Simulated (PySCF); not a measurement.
C₂H₆Si, SMILES C1C[SiH2]1. Atoms are numbered in the order given.

```xyz
9

C      0.0000     0.7762     0.8446
C      0.0000    -0.7762     0.8446
Si     0.0000     0.0000    -0.8364
H      0.9014     1.2541     1.2101
H     -0.9014     1.2541     1.2101
H     -0.9014    -1.2541     1.2101
H      0.9014    -1.2541     1.2101
H      1.2390     0.0000    -1.6331
H     -1.2390     0.0000    -1.6331
```
Charge 0, spin multiplicity 1.

Geometry optimised at B3LYP-D3(BJ)/def2-TZVP.

Method: PBE0/pcJ-1 (PySCF).

Isotropic couplings with Fermi-contact, spin-dipole and both spin-orbit terms, one fixed conformer, no vibrational averaging. Isotopes: 13C, 1H, 29Si.

```json
[
 {"pair": "C1–C2", "bonds apart": "1", "J (Hz)": "9.0"},
 {"pair": "C1–Si3", "bonds apart": "1", "J (Hz)": "?"},
 {"pair": "C1–H4", "bonds apart": "1", "J (Hz)": "153.3"},
 {"pair": "C1–H5", "bonds apart": "1", "J (Hz)": "153.3"},
 {"pair": "C2–Si3", "bonds apart": "1", "J (Hz)": "?"},
 {"pair": "C2–H6", "bonds apart": "1", "J (Hz)": "153.3"},
 {"pair": "C2–H7", "bonds apart": "1", "J (Hz)": "153.3"},
 {"pair": "Si3–H8", "bonds apart": "1", "J (Hz)": "-252.7"},
 {"pair": "Si3–H9", "bonds apart": "1", "J (Hz)": "-252.7"},
 {"pair": "C1–H6", "bonds apart": "2", "J (Hz)": "?"},
 {"pair": "C1–H7", "bonds apart": "2", "J (Hz)": "?"},
 {"pair": "C1–H8", "bonds apart": "2", "J (Hz)": "0.7"},
 {"pair": "C1–H9", "bonds apart": "2", "J (Hz)": "0.7"},
 {"pair": "C2–H4", "bonds apart": "2", "J (Hz)": "?"},
 {"pair": "C2–H5", "bonds apart": "2", "J (Hz)": "?"},
 {"pair": "C2–H8", "bonds apart": "2", "J (Hz)": "0.7"},
 {"pair": "C2–H9", "bonds apart": "2", "J (Hz)": "0.7"},
 {"pair": "Si3–H4", "bonds apart": "2", "J (Hz)": "?"},
 {"pair": "Si3–H5", "bonds apart": "2", "J (Hz)": "?"},
 {"pair": "Si3–H6", "bonds apart": "2", "J (Hz)": "?"},
 {"pair": "Si3–H7", "bonds apart": "2", "J (Hz)": "?"},
 {"pair": "H4–H5", "bonds apart": "2", "J (Hz)": "-11.9"},
 {"pair": "H6–H7", "bonds apart": "2", "J (Hz)": "-11.9"},
 {"pair": "H8–H9", "bonds apart": "2", "J (Hz)": "?"},
 {"pair": "H4–H6", "bonds apart": "3", "J (Hz)": "8.4"},
 {"pair": "H4–H7", "bonds apart": "3", "J (Hz)": "13.8"},
 {"pair": "H4–H8", "bonds apart": "3", "J (Hz)": "3.3"},
 {"pair": "H4–H9", "bonds apart": "3", "J (Hz)": "1.4"},
 {"pair": "H5–H6", "bonds apart": "3", "J (Hz)": "13.8"},
 {"pair": "H5–H7", "bonds apart": "3", "J (Hz)": "8.4"},
 {"pair": "H5–H8", "bonds apart": "3", "J (Hz)": "1.4"},
 {"pair": "H5–H9", "bonds apart": "3", "J (Hz)": "3.3"},
 {"pair": "H6–H8", "bonds apart": "3", "J (Hz)": "1.4"},
 {"pair": "H6–H9", "bonds apart": "3", "J (Hz)": "3.3"},
 {"pair": "H7–H8", "bonds apart": "3", "J (Hz)": "3.3"},
 {"pair": "H7–H9", "bonds apart": "3", "J (Hz)": "1.4"}
]
```

Problem. Some entries are withheld; supply them. (The exact figures need the calculation; the answer reports its results.)

Solution. 
- C1–Si3, J (Hz): -25.2
- C2–Si3, J (Hz): -25.3
- C1–H6, J (Hz): -2.8
- C1–H7, J (Hz): -2.8
- C2–H4, J (Hz): -2.8
- C2–H5, J (Hz): -2.8
- Si3–H4, J (Hz): 4.8
- Si3–H5, J (Hz): 4.8
- Si3–H6, J (Hz): 4.8
- Si3–H7, J (Hz): 4.8
- H8–H9, J (Hz): 25.4
